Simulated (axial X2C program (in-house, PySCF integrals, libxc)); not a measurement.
**Potential curves of MnTe, two-component**

All values were computed with an axial X2C code built on PySCF integrals. Two-component (2c) means X2C with spin–orbit coupling and atomic mean-field two-electron Coulomb and Gaunt terms. Basis: Te dyall-cv3z [11s12p8d4f1g], Mn dyall-cv3z [9s10p6d3f2g] (cores contracted in-house); Gaussian nuclei, density fitting, unrestricted open shells. Masses: Te 129.906 u, Mn 54.938 u.

State: Ω = 5/2 (⟨Sz⟩ = 2.51, ⟨Lz⟩ = -0.01 at PBEsol). Energies in eV from the fragments at the same level (Te + Mn). Fits are polynomials in 1 − R0/R over 0.85 to 1.23 times the lowest point R0.

| R (Å) | PBEsol |
| --- | --- |
| 2.1028 | -2.3620 |
| 2.1995 | -2.8064 |
| 2.2720 | -2.9726 |
| 2.3445 | -3.0344 |
| 2.4170 | -3.0184 |
| 2.5016 | -2.9291 |
| 2.5862 | -2.7879 |
| 2.6950 | -2.5601 |
| 2.8279 | -2.2504 |

One determinant describes the state; a PBE0 search over occupations chose it and may have missed a lower one. Dissociation energies refer to the lowest single-determinant-based atoms at the same level and basis. Density functionals use the spin component along the axis (collinear). Without a current term, density functionals place determinants with orbital angular momentum somewhat too high. With several unpaired electrons one determinant need not be a pure state. This is the top spin component of a Σ state; components of lower Ω are not single determinants and can lie lower. The determinant is spin-polarised beyond a pure state at some levels (its spin-free form has ⟨S²⟩ too high), which makes Re and μ there less reliable.

Fit the PBEsol curve near its minimum: give the equilibrium distance, the harmonic wavenumber and the well depth.

At PBEsol, 2c: Re = 2.363 Å, ωe ≈ 309 cm⁻¹, De = 3.04 eV to Te + Mn; Be follows as 0.0782 cm⁻¹.
